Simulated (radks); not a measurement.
Task: Si10+, configuration [He] 2s2 (the NIST ground configuration). Method: scalar-relativistic Kohn-Sham, r2SCAN, spin-polarised, spherical densities, finite nucleus; meta-GGA in the generalised Kohn-Sham scheme; Fermi nuclear charge, rms radius 3.1224 fm; computed with a radial shooting solver on a logarithmic mesh with Libxc functionals. Some entries of the table are withheld. Estimate them.

orbital  occ.  eigenvalue (hartree)  r(max) (bohr)  <1/r> (bohr^-1)
1s          2                   (1)        0.07246            13.72
2s          2             -16.73515         0.4111            3.075
2p          0             -15.56382         0.3349            2.998
3s          0              -6.23146          1.055            1.340
3d          0              -5.78281            (2)            1.286

Result: 
(1) 1s eigenvalue (hartree): -81.71872
(2) 3d r(max) (bohr): 0.7734
